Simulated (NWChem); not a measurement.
System: SiNH$_{3}$, singlet; SMILES N[SiH]

All runs: NWChem. Low-valent species are run as closed-shell singlets; no triplet was tried in these runs. Structure relaxed at the PBE0/def2-SVP level. Level: PBE0/def2-SVP with SMD (1 M gas to 1 M solution), gas-phase geometry. Reactions with the solvent are ignored.

For solvent water:

```
Property                                     Value
-------------------------------------------  -----
cavity-dispersion-structure term (kcal/mol)    2.0
dipole in solution (D)                        3.07
```

How do the values read with solvent n-hexane instead?


| Item | Value |
|---|---|
| cavity-dispersion-structure term (kcal/mol) | -0.1 |
| dipole in solution (D) | 2.63 |
